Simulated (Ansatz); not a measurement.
`CO[SiH](Br)O[SiH3]` + `[OH][SnH]([F])[F]` → `[F][SnH]([F])[O][SiH3]` + `CO[SiH](O)Br`  (ligand exchange at the Si–O bond)

Calculated with Ansatz (gas phase, PBE0-D4/def2-TZVP geometries, no zero-point term in ΔE). CCSD(T)/CBS adds triple-zeta CCSD(T) − MP2 to the extrapolated MP2 energy (def2 sets, frozen cores). DFT in def2-TZVPP. Elements past krypton have def2 core potentials. For Br, Sn outer-core shells are correlated without core-valence functions, which leaves a few kJ/mol of doubt a bond. Scalar relativity is left out up to krypton. Each species was taken in one conformer, which may not be the lowest.

```json
{"level": "PBE-D4", "ΔE (eV)": "0.07"}
{"level": "PBE", "ΔE (eV)": "0.05"}
{"level": "r2SCAN", "ΔE (eV)": "0.05"}
{"level": "HF/def2-TZVPP", "ΔE (eV)": "0.03"}
{"level": "SCS-MP2/def2-TZVPP", "ΔE (eV)": "0.05"}
{"level": "SCS-MP2/def2-QZVPP", "ΔE (eV)": "0.05"}
{"level": "HF/CBS(def2)", "ΔE (eV)": "0.03"}
{"level": "CCSD/CBS(def2)", "ΔE (eV)": "0.04"}
```

What does CCSD(T)/CBS give? (Best estimate.)

Ansatz gave: +0.04 eV. The listed levels differ from it by 0.03, 0.01, 0.01, -0.01, 0.01, 0.01, -0.01, 0.00 eV.

Largest T1 diagnostic among the species: 0.015.

The D4 term adds +0.03 eV with B3LYP and +0.02 eV with PBE0; it sums over pairs of atoms, weighted by their polarisabilities, and B3LYP, whose exchange is more repulsive, gets the larger term.

B3LYP here is the variant with VWN-RPA as its local correlation; programs differ in this.
